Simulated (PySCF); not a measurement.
Static response to an electric field

Compound: toluene, C7H8.
Numbering: `[CH3:1][c:2]1[cH:3][cH:4][cH:5][cH:6][cH:7]1` (hydrogens: H8, H9, H10 on C1; H11 on C3; H12 on C4; H13 on C5; H14 on C6; H15 on C7)

Structure used (GFN2-xTB), in Å, numbered top down from 1:
```xyz
15
C7H8 angstrom
C      2.196   -0.259   -0.093
C      0.709   -0.075   -0.040
C     -0.132   -1.182   -0.016
C     -1.505   -1.026    0.047
C     -2.059    0.242    0.087
C     -1.231    1.351    0.064
C      0.143    1.192    0.001
H      2.564   -0.615    0.869
H      2.465   -0.998   -0.845
H      2.697    0.677   -0.326
H      0.296   -2.174   -0.048
H     -2.145   -1.897    0.065
H     -3.131    0.365    0.135
H     -1.655    2.344    0.095
H      0.783    2.063   -0.018
```

Level: wB97X-D/def2-SVPD (PySCF), static field, nuclei fixed, core orbitals frozen in the response. The polarisability tensor in these axes (au):

```
x   98.71 -1.77 -1.78
y   -1.77 86.60  0.46
z   -1.78  0.46 51.53
```

Task: Diagonalise the tensor; give its mean and Δα, where Δα² is half the sum of the squared differences of the eigenvalues.

Result: Principal values 51.45, 86.34 and 99.03 au; mean 78.94 au = 11.70 Å³ = 13.02 × 10⁻⁴⁰ C²·m²/J; Δα = 42.67 au (54 % of the mean).

Task: What is the dipole moment, and where does it point?

Result: (0.38, -0.08, 0.01) D, 0.39 D in size, pointing from the negative to the positive side. Measured along this direction, the outermost atoms are H13 at the negative end and H8 and H9 at the positive end.

Task: What would n − 1 = 2πNα be for an ideal gas of these molecules at 500 K and 1 atm, electronic part alone?

Result: N = p/kT = 1.4678 × 10¹⁹ cm⁻³, so n − 1 = 2π × N × 11.70 × 10⁻²⁴ cm³ = 1079 × 10⁻⁶ at long wavelengths, for an ideal gas.

Task: Estimate the molar refractivity from the static electronic polarisability.

Result: Lorentz–Lorenz: R = (4π/3)N_A α = 2.5225 cm³/(mol·Å³) × 11.70 Å³ = 29.5 cm³/mol, in the limit of long wavelengths.

Task: Form Σ f/ω² (atomic units) for the 8 lowest TDDFT singlets, given as eV and f, and set it beside the mean polarisability, which is this sum over all singlets: 5.49, 0.0031; 6.19, 0.0163; 7.10, 0.5113; 7.14, 0.7395; 7.25, 0.0025; 7.51, 0.0000; 7.91, 0.0320; 7.94, 0.0035.

Result: They add up to 19.10 au, 24.2 % of the 78.94 au; the largest single term is 10.75 au, from the state at 7.14 eV. Terms in order: 0.07, 0.31, 7.50, 10.75, 0.04, 0.00, 0.38, 0.04 au. Higher excitations give the rest. The strengths listed sum to 1.308.

Task: Find the Langevin capture rate constant for H3O+ (19.018 u) meeting this molecule (92.063 u), k = 2.342 × 10⁻⁹ cm³/s × √(α in Å³ / reduced mass in u).

Result: The reduced mass is 15.76 u, so k = 2.02 × 10⁻⁹ cm³/s. The formula leaves out the permanent dipole, which adds to the capture rate.

Isolated species at its GFN2-xTB geometry, gas phase.
